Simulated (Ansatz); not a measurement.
F2HOS, SMILES [OH+]=S(F)F, charge +1.

The structure is a stationary point at B3LYP-D3(BJ)/def2-SVP. The isomer is the one that the SMILES or the coordinates give; other isomers of the formula were not compared.

Two levels are set side by side: PBE/def2-SVPD (Ansatz, an electronic-structure program) and ωB97X-V/def2-SVPD (Ansatz). Energy differences of separate SCF runs at the same geometry; the states with an electron removed or added have multiplicity 2 and 2. Differences are taken from unrounded values.

```
quantity                             PBE
---------------------------------  -----
vertical ionisation energy (eV)    20.93
vertical electron affinity (eV)     5.93
vertical singlet–triplet gap (eV)   6.43
```

Question: These are the PBE values. What does ωB97X-V give? (Estimate from the structure and the level; the computed values follow.)

Answer: 
```tsv
quantity	ωB97X-V	PBE minus ωB97X-V
vertical ionisation energy (eV)	21.54	-0.61
vertical electron affinity (eV)	5.99	-0.06
vertical singlet–triplet gap (eV)	6.75	-0.32
```
